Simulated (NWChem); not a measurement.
System: C$_{4}$H$_{6}$S; SMILES C=C=CSC

Here is an NWChem input.

```
start job
memory heap 200 mb stack 900 mb global 1100 mb
geometry units angstroms noautosym nocenter noautoz
  C     -0.319945     2.516745     0.000460
  C      0.359353     1.397823    -0.000476
  C      1.042863     0.281574    -0.001529
  S      0.396257    -1.377736     0.000483
  C     -1.398509    -1.061411     0.001777
  H     -0.611512     3.011988     0.926579
  H     -0.615444     3.011157    -0.924852
  H      2.131330     0.292649    -0.003852
  H     -1.885604    -2.039663     0.002050
  H     -1.694915    -0.505747     0.895170
  H     -1.696057    -0.505950    -0.891417
end
basis spherical
  * library pcsseg-1
end
dft
  xc pbe0
  iterations 150
end
property
  shielding 9 1 2 3 4 5 6 8 9 10
end
task dft property
```

Output (shortened):

```
             Northwest Computational Chemistry Package (NWChem) 7.3.0
             --------------------------------------------------------

                             Geometry "geometry" -> ""
                             -------------------------

 Output coordinates in angstroms (scale by  1.889725989 to convert to a.u.)

  No.       Tag          Charge          X              Y              Z
 ---- ---------------- ---------- -------------- -------------- --------------
    1 C                    6.0000    -0.31994500     2.51674500     0.00046000
    2 C                    6.0000     0.35935300     1.39782300    -0.00047600
    3 C                    6.0000     1.04286300     0.28157400    -0.00152900
    4 S                   16.0000     0.39625700    -1.37773600     0.00048300
    5 C                    6.0000    -1.39850900    -1.06141100     0.00177700
    6 H                    1.0000    -0.61151200     3.01198800     0.92657900
    7 H                    1.0000    -0.61544400     3.01115700    -0.92485200
    8 H                    1.0000     2.13133000     0.29264900    -0.00385200
    9 H                    1.0000    -1.88560400    -2.03966300     0.00205000
   10 H                    1.0000    -1.69491500    -0.50574700     0.89517000
   11 H                    1.0000    -1.69605700    -0.50595000    -0.89141700

 Effective nuclear repulsion energy (a.u.)     198.0532958587

                              NWChem Property Module
                              ----------------------

  itol2e modified to match energy
  convergence criterion.

                                 NWChem DFT Module
                                 -----------------

 Summary of "ao basis" -> "ao basis" (spherical)
 ------------------------------------------------------------------------------
       Tag                 Description            Shells   Functions and Types
 ---------------- ------------------------------  ------  ---------------------
 C                          pcsseg-1                 7       17   3s3p1d
 S                          pcsseg-1                10       24   4s5p1d
 H                          pcsseg-1                 3        5   2s1p

  itol2e modified to match energy
  convergence criterion.

            General Information
            -------------------
          SCF calculation type: DFT
          Wavefunction type:  closed shell.
          No. of atoms     :    11
          No. of electrons :    46
           Alpha electrons :    23
            Beta electrons :    23
          Charge           :     0
          Spin multiplicity:     1
          Use of symmetry is: off; symmetry adaption is: off
          Maximum number of iterations: 150
          AO basis - number of functions:   122
                     number of shells:    56
          Convergence on energy requested:  1.00D-07
          Convergence on density requested:  1.00D-05
          Convergence on gradient requested:  5.00D-04

              XC Information
              --------------
                         PBE0 Method XC Functional
                     Hartree-Fock (Exact) Exchange  0.250
          PerdewBurkeErnzerhof Exchange Functional  0.750
            Perdew 1991 LDA Correlation Functional  1.000 local
           PerdewBurkeErnz. Correlation Functional  1.000 non-local

             Grid Information
             ----------------
          Grid used for XC integration:  fine
          Radial quadrature: Mura-Knowles
          Angular quadrature: Lebedev.
          Tag              B.-S. Rad. Rad. Pts. Rad. Cut. Ang. Pts.
          ---              ---------- --------- --------- ---------
          C                   0.70       70          13.0       590
          S                   1.00      123          12.0       770
          H                   0.35       60          13.0       590
          Grid pruning is: on
          Number of quadrature shells:   763
          Spatial weights used:  Erf1

[...]

          -----------------------------------------
          Chemical Shielding Tensors (GIAO, in ppm)
          -----------------------------------------

                                NWChem CPHF Module
                                ------------------

  scftype          =     RHF
  nclosed          =       23
  nopen            =        0
  variables        =     2277
  # of vectors     =        3
  tolerance        = 0.10D-03
  level shift      = 0.00D+00
  max iterations   =       50
  max subspace     =       30

 SCF residual:    1.9908899991272896E-005

Iterative solution of linear equations
  No. of variables     2277
  No. of equations        3
  Maximum subspace       30
        Iterations       50
       Convergence  1.0D-04

   iter   nsub   residual    time
   ----  ------  --------  ---------
     1      3    5.58D-01      92.6
     2      6    3.65D-02     101.8
     3      9    3.22D-03     111.4
     4     12    2.26D-04     120.8
     5     15    2.17D-05     130.4

      Atom:    1  C
        Diamagnetic
    254.2010    -10.1623      0.0200
    -10.1623    264.7085      0.0198
      0.0200      0.0198    260.9614

        Paramagnetic
    -99.7104     31.4384     -0.3494
     31.4384   -132.2993     -0.1178
     -0.3494     -0.1178   -257.6867

        Total Shielding Tensor
    154.4905     21.2761     -0.3294
     21.2761    132.4093     -0.0980
     -0.3294     -0.0980      3.2747

           isotropic =      96.7248
          anisotropy =     106.0438

          Principal Components and Axis System
                 1           2           3
              167.4207    119.4798      3.2740

      1         0.8546     -0.5193      0.0021
      2         0.5193      0.8546      0.0004
      3        -0.0020      0.0008      1.0000

      Atom:    2  C
        Diamagnetic
    257.5745    -15.4433     -0.0163
    -15.4433    280.4727      0.0216
     -0.0163      0.0216    246.6965

        Paramagnetic
   -277.7443      9.6915     -0.0575
      9.6915   -311.7165     -0.0297
     -0.0575     -0.0297   -297.3111

        Total Shielding Tensor
    -20.1698     -5.7518     -0.0739
     -5.7518    -31.2438     -0.0081
     -0.0739     -0.0081    -50.6145

           isotropic =     -34.0094
          anisotropy =     -24.9081

          Principal Components and Axis System
                 1           2           3
              -50.6147    -33.6906    -17.7228

      1         0.0027      0.3914      0.9202
      2         0.0012      0.9202     -0.3915
      3         1.0000     -0.0021     -0.0020

      Atom:    3  C
        Diamagnetic
    254.0703      2.4905     -0.0250
      2.4905    280.2908     -0.0204
     -0.0250     -0.0204    242.2032

        Paramagnetic
   -233.9106    -30.5370      0.3159
    -30.5370   -193.8373      0.0951
      0.3159      0.0951    -95.8273

        Total Shielding Tensor
     20.1597    -28.0465      0.2909
    -28.0465     86.4535      0.0747
      0.2909      0.0747    146.3759

           isotropic =      84.3297
          anisotropy =      93.0703

          Principal Components and Axis System
                 1           2           3
              146.3766     96.7269      9.8857

      1         0.0023     -0.3439      0.9390
      2         0.0002      0.9390      0.3439
      3         1.0000      0.0006     -0.0022

      Atom:    4  S
        Diamagnetic
   1058.7654      2.6612     -0.0112
      2.6612   1059.0291     -0.0119
     -0.0112     -0.0119   1047.4950

        Paramagnetic
   -499.1777    103.0374     -0.0723
    103.0374   -505.2981     -0.1970
     -0.0723     -0.1970   -574.5797

        Total Shielding Tensor
    559.5877    105.6985     -0.0835
    105.6985    553.7310     -0.2088
     -0.0835     -0.2088    472.9153

           isotropic =     528.7447
          anisotropy =     200.4810

          Principal Components and Axis System
                 1           2           3
              662.3987    472.9154    450.9199

      1         0.7168      0.0037     -0.6972
      2         0.6972     -0.0022      0.7168
      3        -0.0011      1.0000      0.0042

      Atom:    5  C
        Diamagnetic
    261.7563     -0.6463     -0.0118
     -0.6463    248.1313     -0.0007
     -0.0118     -0.0007    245.8811

        Paramagnetic
    -79.1786     -2.8809      0.0052
     -2.8809    -88.9613     -0.0202
      0.0052     -0.0202    -87.8671

        Total Shielding Tensor
    182.5777     -3.5271     -0.0066
     -3.5271    159.1700     -0.0209
     -0.0066     -0.0209    158.0140

           isotropic =     166.5872
          anisotropy =      24.7656

          Principal Components and Axis System
                 1           2           3
              183.0976    158.6508    158.0133

      1         0.9893      0.1457      0.0051
      2        -0.1458      0.9887      0.0336
      3        -0.0001     -0.0340      0.9994

      Atom:    6  H
        Diamagnetic
     23.9023     -4.7526     -4.3919
     -4.7526     30.3782      7.7634
     -4.3919      7.7634     33.9137

        Paramagnetic
      1.1367      3.0251      3.8065
      3.0251     -2.1140     -6.2065
      3.8065     -6.2065     -9.2060

        Total Shielding Tensor
     25.0390     -1.7275     -0.5854
     -1.7275     28.2643      1.5569
     -0.5854      1.5569     24.7078

           isotropic =      26.0037
          anisotropy =       5.3663

          Principal Components and Axis System
                 1           2           3
               29.5812     24.3228     24.1071

      1        -0.3725      0.8938     -0.2496
      2         0.8701      0.2429     -0.4288
      3         0.3227      0.3769      0.8682

      Atom:    7  H
        Diamagnetic
     41.8652      0.9520     -0.0446
      0.9520     27.4797     -0.0044
     -0.0446     -0.0044     20.9034

        Paramagnetic
    -13.5891      1.5747      0.0307
      1.5747     -0.8384     -0.0006
      0.0307     -0.0006      0.8776

[...]
```

Level: PBE0/pcSseg-1, GIAO. Coordinates come from a B3LYP/6-31G* (spherical d) optimisation. The output numbers the shielded atoms by their place in the input's list. The printed shielding anisotropy is the first printed principal value minus the mean of the other two.
